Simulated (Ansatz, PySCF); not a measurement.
Dimer: HCl (SMILES Cl) (first 2 atoms) with ClH3Si (SMILES [SiH3]Cl); geometry from B3LYP-D3(BJ)/def2-TZVP, rigid monomers moved along the line of their centres of mass till H2···Cl4 is 2.22 Å.
(charge 0, multiplicity 1):
```json
[
 {"atom": "Cl", "x (Å)": "0.1814", "y (Å)": "0.4272", "z (Å)": "-0.0816"},
 {"atom": "H", "x (Å)": "-0.0892", "y (Å)": "-0.4557", "z (Å)": "0.8177"},
 {"atom": "Si", "x (Å)": "0.0664", "y (Å)": "0.6924", "z (Å)": "3.5827"},
 {"atom": "Cl", "x (Å)": "-0.3848", "y (Å)": "-1.2169", "z (Å)": "2.8853"},
 {"atom": "H", "x (Å)": "-0.0283", "y (Å)": "0.6530", "z (Å)": "5.0539"},
 {"atom": "H", "x (Å)": "-0.9184", "y (Å)": "1.6274", "z (Å)": "3.0116"},
 {"atom": "H", "x (Å)": "1.4347", "y (Å)": "1.0218", "z (Å)": "3.1471"}
]
```

Counterpoise-corrected where a basis set is named; no monomer relaxation. Rows marked so take none.

Rows in 6-31G*, STO-3G carry no dispersion term and start afresh at each structure (6-31G* with six Cartesian d functions).

Run with Ansatz (a quantum-chemistry and plane-wave program); PySCF for 6-31G* rows, STO-3G rows, the dispersion terms. Values without a source in brackets are computed.

### Question
One of these levels gives -8.7 kJ/mol for the interaction energy. Which one is it?
A. HF/6-31G*
B. B3LYP-D3(BJ)/def2-TZVPPD
C. B3LYP-D4/def2-TZVPPD
D. HF/STO-3G (no counterpoise)

### Answer
C, B3LYP-D4/def2-TZVPPD. The others give -7.0 (HF/STO-3G (no counterpoise)), 12.2 (HF/6-31G*), -10.3 (B3LYP-D3(BJ)/def2-TZVPPD)
